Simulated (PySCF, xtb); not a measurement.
RbF, SMILES [F][Rb].

Harmonic wavenumbers (cm⁻¹) from GFN2-xTB run with xtb 6.7.1 at its own minimum, in rising order: 284.

Question: What does PBE-D3(BJ)/def2-TZVPD run with PySCF 2.14.0 give at its own minimum? (An estimate is asked for; the answer gives what the named calculation found.)

Answer: 348. Paired by order, the mean absolute difference is 64 cm⁻¹ and the zero-point energies are 0.4 and 0.5 kcal/mol.
